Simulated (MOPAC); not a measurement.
MOPAC input (AM1):

```
AM1 FORCE THERMO(298,298) PRECISE LET CHARGE=-1 GEO-OK AUX(PRECISION=9) THREADS=1
F3Ge

Ge    0.11330247 1   -0.13931628 1    0.35338214 1
F    -0.98420977 1    1.20005849 1    0.23762758 1
F     1.28032616 1    0.47764846 1   -0.77323521 1
F    -0.71736798 1   -1.15973802 1   -0.77824528 1
```

Q: Which zero-point energy does it print?

A: 4.21 kcal/mol, from the harmonic wavenumbers of AM1.
